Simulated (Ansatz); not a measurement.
`CC[SiH2]S` + `S=C[SiH2][SeH]` → `S=C[SiH2]S` + `CC[SiH2][SeH]`  (redistribution)

Computed with Ansatz on PBE0-D4/def2-TZVP structures; ΔE is electronic, products minus reactants. CCSD(T)/CBS adds triple-zeta CCSD(T) − MP2 to the extrapolated MP2 energy (def2 sets, frozen cores). DFT in def2-TZVPP. B3LYP here is the variant with VWN-RPA as its local correlation; programs differ in this. For Se outer-core shells are correlated without core-valence functions, which leaves a few kJ/mol of doubt a bond. Scalar relativity is left out up to krypton. Each species was taken in one conformer, which may not be the lowest.

`CC[SiH2]S`:

Cartesian coordinates in Å:
```
C -0.269 1.552 -0.721
C -0.211 0.538 0.419
Si 0.523 -1.101 -0.107
S 0.654 -2.514 1.499
H 0.729 1.775 -1.109
H -0.868 1.183 -1.557
H -0.711 2.496 -0.393
H 0.383 0.922 1.255
H -1.214 0.351 0.818
H -0.274 -1.666 -1.230
H 1.932 -0.935 -0.553
H -0.675 -2.600 1.679
```

`S=C[SiH2][SeH]`:

```xyz
8

S     1.783   -0.174    2.052
C     1.148    0.275    0.642
Si   -0.669    0.059    0.228
Se   -0.906   -1.361   -1.544
H     1.802    0.711   -0.121
H    -1.253    1.382   -0.117
H    -1.358   -0.571    1.376
H    -0.548   -0.320   -2.517
```

`S=C[SiH2]S`:

Z-matrix (Å, degrees):
```
Si
C 1 1.877
S 1 2.136 2 109.2
H 1 1.485 2 110.2 3 114.0
H 1 1.480 2 108.4 3 -123.1
S 2 1.611 1 122.6 3 113.8
H 2 1.095 1 118.1 3 -64.0
H 3 1.344 1 94.1 2 -63.7
```

`CC[SiH2][SeH]`:

```xyz
12

C     0.598    0.588   -1.353
C    -0.626    0.420   -0.460
Si   -0.226   -0.019    1.315
Se    0.958   -1.967    1.498
H     1.250    1.386   -0.988
H     0.314    0.837   -2.378
H     1.191   -0.329   -1.384
H    -1.218    1.343   -0.434
H    -1.291   -0.355   -0.857
H     0.681    0.991    1.923
H    -1.474   -0.110    2.118
H    -0.157   -2.784    1.000
```

| level | ΔE (eV) |
| --- | --- |
| B3LYP-D4 | -0.04 |
| B3LYP | -0.02 |

**Question.** What does CCSD(T)/CBS give? (An estimate is asked.)

**Answer.** Computed: -0.04 eV. The listed levels differ from it by 0.00, 0.02 eV.

Largest T1 diagnostic among the species: 0.014.
